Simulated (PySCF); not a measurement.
**Ni(2+) (nickel, charge +2) across methods**

[Ar] 3d8, high-spin 3F determinant. Calculation: PySCF 2.14, in def2-TZVPPD; the non-relativistic Hamiltonian (point nucleus).

```json
{"method": "LDA", "E (hartree)": "-1504.589", "mean ε 3p β (eV)": "-88.967", "mean ε 3d α (eV)": "-29.783", "mean ε 3d β (eV)": "-27.943", "Σ⟨r²⟩ (bohr²)": "15.89", "⟨S²⟩": "2.001"}
{"method": "CAM-B3LYP", "E (hartree)": "-1507.401", "mean ε 3p β (eV)": "-94.520", "mean ε 3d α (eV)": "-33.757", "mean ε 3d β (eV)": "-31.996", "Σ⟨r²⟩ (bohr²)": "15.79", "⟨S²⟩": "2.001"}
{"method": "BP86", "E (hartree)": "-1507.514", "mean ε 3p β (eV)": "-88.936", "mean ε 3d α (eV)": "-29.508", "mean ε 3d β (eV)": "-27.925", "Σ⟨r²⟩ (bohr²)": "15.84", "⟨S²⟩": "2.001"}
{"method": "PBE0", "E (hartree)": "-1507.086", "mean ε 3p β (eV)": "-93.256", "mean ε 3d α (eV)": "-32.184", "mean ε 3d β (eV)": "-30.315", "Σ⟨r²⟩ (bohr²)": "15.68", "⟨S²⟩": "2.001"}
{"method": "HSE06", "E (hartree)": "-1507.093", "mean ε 3p β (eV)": "-92.856", "mean ε 3d α (eV)": "-31.757", "mean ε 3d β (eV)": "-29.904", "Σ⟨r²⟩ (bohr²)": "15.70", "⟨S²⟩": "2.001"}
{"method": "UHF", "E (hartree)": "-1506.00686", "mean ε 3p β (eV)": "-105.32", "mean ε 3d α (eV)": "-39.645", "mean ε 3d β (eV)": "-37.034", "Σ⟨r²⟩ (bohr²)": "15.34", "⟨S²⟩": "2.003"}
{"method": "r2SCAN", "E (hartree)": "-1507.298", "mean ε 3p β (eV)": "-90.179", "mean ε 3d α (eV)": "-29.695", "mean ε 3d β (eV)": "-28.076", "Σ⟨r²⟩ (bohr²)": "15.68", "⟨S²⟩": "2.001"}
{"method": "r2SCANh", "E (hartree)": "-1507.290", "mean ε 3p β (eV)": "-91.781", "mean ε 3d α (eV)": "-30.777", "mean ε 3d β (eV)": "-29.076", "Σ⟨r²⟩ (bohr²)": "15.63", "⟨S²⟩": "2.001"}
{"method": "PBE", "E (hartree)": "-1507.044", "mean ε 3p β (eV)": "-88.837", "mean ε 3d α (eV)": "-29.446", "mean ε 3d β (eV)": "-27.785", "Σ⟨r²⟩ (bohr²)": "15.87", "⟨S²⟩": "2.001"}
```
